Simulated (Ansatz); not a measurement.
Molecular dynamics of ClGaH3NO

Input:

```yaml
crystal:
  periodic: [false, false, false]
  atoms:
    - { symbol: Ga, position_ang: [0.07948, -0.174646, 0.156056] }
    - { symbol: "N", position_ang: [-0.044542, 0.033566, 1.929636] }
    - { symbol: H, position_ang: [-0.922377, 0.155179, 2.416] }
    - { symbol: H, position_ang: [0.761082, 0.075517, 2.539637] }
    - { symbol: O, position_ang: [1.66358, -0.354504, -0.621542] }
    - { symbol: H, position_ang: [1.614672, -0.467913, -1.576079] }
    - { symbol: Cl, position_ang: [-1.691596, -0.2191, -1.058608] }
basis:
  gaussian: { orbitals: def2-SVP }
hamiltonian:
  xc: pbe0
md:
  timestep: 0.5
  n_steps: 100
  ensemble: nve
  temperature: 400.0
  initial_velocities: maxwell_boltzmann
  seed: 741882
  masses: [{ species: H, mass: 2.014 }]
```

Command:

```bash
$ ansatz run input.yaml --threads 2 --pin off --max-ram 3072MiB --backend cpu --events-out ev --progress --plain --runs-dir out
```

It starts from a relaxed structure.

Output, in part (one step line in 4, the closing report, with atoms numbered from 0):

```
md step     0: t =     0.00 fs  T =   400.0 K  F+E_penalty+E_count = -68461.24368771 eV  E_kin = 0.258520 eV  conserved = -68460.98516771 eV  (27 SCF iters)
md step     4: t =     2.00 fs  T =   351.0 K  F+E_penalty+E_count = -68461.21155370 eV  E_kin = 0.226834 eV  conserved = -68460.98471982 eV  (28 SCF iters)
md step     8: t =     4.00 fs  T =   317.9 K  F+E_penalty+E_count = -68461.19028712 eV  E_kin = 0.205481 eV  conserved = -68460.98480589 eV  (25 SCF iters)
md step    12: t =     6.00 fs  T =   289.0 K  F+E_penalty+E_count = -68461.17174239 eV  E_kin = 0.186762 eV  conserved = -68460.98498030 eV  (28 SCF iters)
md step    16: t =     8.00 fs  T =   218.9 K  F+E_penalty+E_count = -68461.12608240 eV  E_kin = 0.141495 eV  conserved = -68460.98458723 eV  (24 SCF iters)
md step    20: t =    10.00 fs  T =   218.8 K  F+E_penalty+E_count = -68461.12614406 eV  E_kin = 0.141418 eV  conserved = -68460.98472634 eV  (28 SCF iters)
md step    24: t =    12.00 fs  T =   246.5 K  F+E_penalty+E_count = -68461.14437523 eV  E_kin = 0.159318 eV  conserved = -68460.98505687 eV  (25 SCF iters)
md step    28: t =    14.00 fs  T =   214.4 K  F+E_penalty+E_count = -68461.12321866 eV  E_kin = 0.138560 eV  conserved = -68460.98465912 eV  (25 SCF iters)
md step    32: t =    16.00 fs  T =   219.7 K  F+E_penalty+E_count = -68461.12687731 eV  E_kin = 0.141997 eV  conserved = -68460.98487984 eV  (24 SCF iters)
md step    36: t =    18.00 fs  T =   211.7 K  F+E_penalty+E_count = -68461.12176678 eV  E_kin = 0.136791 eV  conserved = -68460.98497548 eV  (25 SCF iters)
md step    40: t =    20.00 fs  T =   161.3 K  F+E_penalty+E_count = -68461.08885502 eV  E_kin = 0.104262 eV  conserved = -68460.98459323 eV  (25 SCF iters)
md step    44: t =    22.00 fs  T =   179.6 K  F+E_penalty+E_count = -68461.10085386 eV  E_kin = 0.116105 eV  conserved = -68460.98474883 eV  (25 SCF iters)
md step    48: t =    24.00 fs  T =   221.3 K  F+E_penalty+E_count = -68461.12803534 eV  E_kin = 0.143025 eV  conserved = -68460.98500994 eV  (25 SCF iters)
md step    52: t =    26.00 fs  T =   220.2 K  F+E_penalty+E_count = -68461.12693887 eV  E_kin = 0.142291 eV  conserved = -68460.98464819 eV  (25 SCF iters)
md step    56: t =    28.00 fs  T =   257.8 K  F+E_penalty+E_count = -68461.15161552 eV  E_kin = 0.166631 eV  conserved = -68460.98498458 eV  (24 SCF iters)
md step    60: t =    30.00 fs  T =   249.6 K  F+E_penalty+E_count = -68461.14632880 eV  E_kin = 0.161333 eV  conserved = -68460.98499591 eV  (24 SCF iters)
md step    64: t =    32.00 fs  T =   184.2 K  F+E_penalty+E_count = -68461.10373507 eV  E_kin = 0.119076 eV  conserved = -68460.98465858 eV  (24 SCF iters)
md step    68: t =    34.00 fs  T =   161.3 K  F+E_penalty+E_count = -68461.08909088 eV  E_kin = 0.104261 eV  conserved = -68460.98483018 eV  (25 SCF iters)
md step    72: t =    36.00 fs  T =   137.3 K  F+E_penalty+E_count = -68461.07363751 eV  E_kin = 0.088742 eV  conserved = -68460.98489547 eV  (25 SCF iters)
md step    76: t =    38.00 fs  T =   108.0 K  F+E_penalty+E_count = -68461.05436118 eV  E_kin = 0.069801 eV  conserved = -68460.98456026 eV  (24 SCF iters)
md step    80: t =    40.00 fs  T =   152.8 K  F+E_penalty+E_count = -68461.08368907 eV  E_kin = 0.098736 eV  conserved = -68460.98495326 eV  (24 SCF iters)
md step    84: t =    42.00 fs  T =   171.6 K  F+E_penalty+E_count = -68461.09578330 eV  E_kin = 0.110913 eV  conserved = -68460.98486981 eV  (24 SCF iters)
md step    88: t =    44.00 fs  T =   170.8 K  F+E_penalty+E_count = -68461.09513468 eV  E_kin = 0.110394 eV  conserved = -68460.98474097 eV  (24 SCF iters)
md step    92: t =    46.00 fs  T =   185.7 K  F+E_penalty+E_count = -68461.10500582 eV  E_kin = 0.120017 eV  conserved = -68460.98498925 eV  (24 SCF iters)
md step    96: t =    48.00 fs  T =   151.2 K  F+E_penalty+E_count = -68461.08256766 eV  E_kin = 0.097732 eV  conserved = -68460.98483602 eV  (25 SCF iters)
md step   100: t =    50.00 fs  T =   120.2 K  F+E_penalty+E_count = -68461.06233148 eV  E_kin = 0.077682 eV  conserved = -68460.98464975 eV  (29 SCF iters)
Total energy: -68461.06235847 eV, -2515.8976370989 hartree
Atom 0 at     0.145077    -0.168244     0.124163 Å, force    -1.061276    -0.010911    -0.304757 eV/Å
Atom 1 at    -0.203103    -0.059199     1.890448 Å, force     0.489992     0.588420     0.852456 eV/Å
Atom 2 at    -1.051960     0.414212     2.180351 Å, force    -0.447703    -0.220260    -0.388852 eV/Å
Atom 3 at     0.488761     0.302032     2.551560 Å, force     0.252304    -0.390280    -0.371900 eV/Å
Atom 4 at     1.736570    -0.396800    -0.607712 Å, force    -0.110306    -0.142736     1.593125 eV/Å
Atom 5 at     1.817719    -0.263885    -1.530266 Å, force     0.017055     0.148831    -1.548139 eV/Å
Atom 6 at    -1.779605    -0.215126    -0.976530 Å, force     0.859933     0.026937     0.168066 eV/Å
Dipole moment:     0.251467     0.314998     0.152384 e Å
```

The run went to its last step. The conserved energy stayed within 0.089 meV per atom of its start (net change 0.074 meV per atom), so the integration is sound. A run of 0.05 ps of so small a system gives no equilibrium averages.

The same pairs are bonded in the first frame and the last. Pairs count as bonded within 1.25 times the sum of covalent radii (0.12 Å more for H–H).

Last frame:

```xyz
7
Properties=species:S:1:pos:R:3
Ga 0.145 -0.168 0.124
N -0.203 -0.059 1.890
H -1.052 0.414 2.180
H 0.489 0.302 2.552
O 1.737 -0.397 -0.608
H 1.818 -0.264 -1.530
Cl -1.780 -0.215 -0.977
```

The run took 6 min on 2 threads of Arm Neoverse N1 (shared host), peak memory 0.2 GiB.
